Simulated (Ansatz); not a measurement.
SiEt3(NCO) (C7H15NOSi). Total charge 0; singlet. Geometry PBE-D4/def2-SVP, basis def2-TZVP, Ansatz.

| run | HOMO (eV) | LUMO (eV) |
| --- | --- | --- |
| A | -7.27 | 0.70 |
| B | -6.52 | -0.09 |
| C | -9.04 | 1.29 |
| D | -6.79 | 0.35 |
| E | -7.80 | 0.70 |

Single mean-field runs in def2-TZVP are fitted with def2-universal-jkfit.

**Question.** The runs used BHLYP, PBE, PBE0, r2SCAN, r2SCANh. Estimate which is which.

**Answer.** A r2SCANh (10 % exact exchange); B PBE (0 % exact exchange); C BHLYP (50 % exact exchange); D r2SCAN (0 % exact exchange); E PBE0 (25 % exact exchange). Exact exchange lowers occupied and raises empty levels; among semilocal functionals meta-GGAs tend to open the gap a little, and such runs are hard to tell apart. The gap grows from 6.43 eV (PBE) to 10.33 eV (BHLYP).
